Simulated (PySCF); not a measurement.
The electron affinity along the 5p block

Calculated with PySCF 2.14 from differences of total energies of unrestricted determinants, without spin-orbit coupling. Values in eV. The last column holds reference values (measured affinities from photodetachment; the arrow runs from anion to atom). Unmarked ones compare directly (S terms, centres of terms, or small fine structure); those marked * lie between the lowest fine-structure levels and include a spin-orbit shift.

```
                                                                                   element                         configurations    LDA    PBE  r2SCAN  MP2 (valence)  SCS-MP2 (valence)  SCS-MP2 (valence and next inner shell)  reference
Sn (aug-cc-pwCVTZ-DK3 with one added diffuse shell each of s, p, d, f type, spin-free X2C)  [Kr] 4d10 5s2 5p3 → [Kr] 4d10 5s2 5p2  1.557  1.428   1.518          1.359              1.219                                   1.242    1.112 *
Sb (aug-cc-pwCVTZ-DK3 with one added diffuse shell each of s, p, d, f type, spin-free X2C)  [Kr] 4d10 5s2 5p4 → [Kr] 4d10 5s2 5p3  1.202  0.982   0.934          0.623              0.680                                   0.674    1.047 *
Te (aug-cc-pwCVTZ-DK3 with one added diffuse shell each of s, p, d, f type, spin-free X2C)  [Kr] 4d10 5s2 5p5 → [Kr] 4d10 5s2 5p4  2.325  2.077   2.038          1.857              1.858                                   1.892    1.971 *
 I (aug-cc-pwCVTZ-DK3 with one added diffuse shell each of s, p, d, f type, spin-free X2C)               [Xe] → [Kr] 4d10 5s2 5p5  3.512  3.248   3.263          3.199              3.133                                   3.193    3.059 *
```

The highest occupied level of the anion is positive for Sn⁻ at LDA, PBE, r2SCAN; Sb⁻ at LDA, PBE, r2SCAN; Te⁻ at LDA, PBE, r2SCAN, so there the basis helps to hold the electron.

"Valence" correlates the outer s and p shells and, in groups 3 to 12 and the f block, the outer d or f shell, open or full, or the next shell where the ion has no valence electron left; the wider scheme adds the next inner shell.
